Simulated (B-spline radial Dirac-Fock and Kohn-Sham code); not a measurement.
Ionisation of each subshell: La⁺

System: the La⁺ ion in the configuration [Xe] 4f1 5d1 (an excited configuration); nuclear rms radius 4.855 fm (A = 139).

Input file task.json (cfg lists n, l and occupation; rrms is the nuclear radius in fm):

```json
{"items": [{
  "Z": 57,
  "q": 1,
  "cfg": [[1, 0, 2], [2, 0, 2], [2, 1, 6], [3, 0, 2], [3, 1, 6], [3, 2, 10], [4, 0, 2], [4, 1, 6], [4, 2, 10], [4, 3, 1], [5, 0, 2], [5, 1, 6], [5, 2, 1]],
  "A": 139,
  "rrms": 4.855,
  "do": ["binding"]
}]}
```

Launch: `python xray_run.py task.json out`

These are calculated numbers from an atomic code on a B-spline grid; the model is multi-electron Dirac-Fock with separately optimised hole states, Breit and Lamb-shift corrections added in first order. Correlation energy is missing from these numbers. Energies are counted from the vacuum level.

All terms are in eV, carry their sign (relaxation lowers the binding energy) and add up to the binding energy; ⟨r⟩ is the mean radius of the orbital in the initial state.

```tsv
subshell	−ε (Koopmans)	relaxation	Gaunt	retardation	self-energy	vacuum polarisation	binding energy	⟨r⟩ (bohr)
1s	39151.5	-71.39	-106.31	8.87	-58.54	8.61	38932.8	0.025
2s	6335.9	-39.20	-10.24	0.63	-7.50	1.02	6280.7	0.107
2p1/2	5959.3	-43.00	-18.12	2.02	0.40	-0.01	5900.5	0.090
2p3/2	5544.7	-41.38	-12.92	2.47	-0.29	-0.05	5492.5	0.096
3s	1397.3	-18.58	-1.52	0.06	-1.58	0.21	1375.9	0.284
3p1/2	1237.6	-19.20	-2.90	0.29	0.08	0.00	1215.9	0.274
3p3/2	1154.8	-18.52	-1.90	0.39	-0.05	-0.01	1134.7	0.286
3d3/2	878.7	-20.34	-0.95	0.05	0.15	-0.01	857.6	0.257
3d5/2	861.2	-20.06	-0.51	0.06	0.10	-0.01	840.8	0.261
4s	298.6	-7.64	-0.25	0.01	-0.34	0.05	290.4	0.655
4p1/2	237.6	-7.39	-0.50	0.05	0.03	0.00	229.8	0.677
4p3/2	220.0	-7.06	-0.29	0.07	0.00	0.00	212.7	0.703
4d3/2	118.2	-6.48	-0.05	0.00	0.03	0.00	111.7	0.768
4d5/2	115.1	-6.37	0.02	0.00	0.02	0.00	108.8	0.778
4f	9.80	-3.07	0.11	-0.02	0.01	0.00	6.84	1.306
5s	49.07	-1.66	-0.03	0.00	-0.05	0.01	47.33	1.621
5p1/2	30.98	-1.39	-0.06	0.01	0.01	0.00	29.54	1.824
5p3/2	28.49	-1.26	-0.03	0.01	0.00	0.00	27.21	1.905
5d	8.86	-0.18	0.01	0.00	0.00	0.00	8.69	3.266
```

For the deepest level, K (1s), the Breit terms make up -0.250 % of the binding energy, QED -0.128 % and orbital relaxation -0.183 %.

Spin-orbit splittings: 2p 408.0 eV, 3p 81.16 eV, 3d 16.81 eV, 4p 17.08 eV, 4d 2.89 eV, 5p 2.33 eV.
